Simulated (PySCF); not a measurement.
## Working out the ionisation energy of I

I [Kr] 4d10 5s2 5p5 (2P) → I⁺ [Kr] 4d10 5s2 5p4 (3P). Calculation: PySCF 2.14, in dyall-av2z (22s16p12d, 130 functions); no relativity, point nucleus. Frozen: [Kr] 4d10; the 62 highest virtual orbitals dropped. Energies in hartree (1 hartree = 27.21139 eV):

| part | I (lower) | I⁺ (upper) |
| --- | --- | --- |
| UHF | -6917.975085 | -6917.620457 |
| MP2 opposite-spin | -0.067414 | -0.052765 |
| MP2 same-spin | -0.022210 | -0.016874 |

What does Hartree-Fock give?

(-6917.620457) − (-6917.975085) = 0.354628 hartree = 9.650 eV.

What do MP2 and SCS-MP2 (6/5 opposite-spin, 1/3 same-spin) give?

The opposite-spin parts differ by 0.399 eV and the same-spin parts by 0.145 eV. MP2: 9.650 + (0.399) + (0.145) = 10.194 eV. SCS-MP2: 9.650 + 1.2 × (0.399) + (0.145)/3 = 10.177 eV.

Measured between the centres of the two terms (NIST): 10.519 eV, so MP2 (valence) is off by -0.325 eV.

The calculation is non-relativistic.

A double-zeta basis recovers only part of the correlation energy.

What remains against the reference includes basis incompleteness, the frozen core and correlation beyond second order.
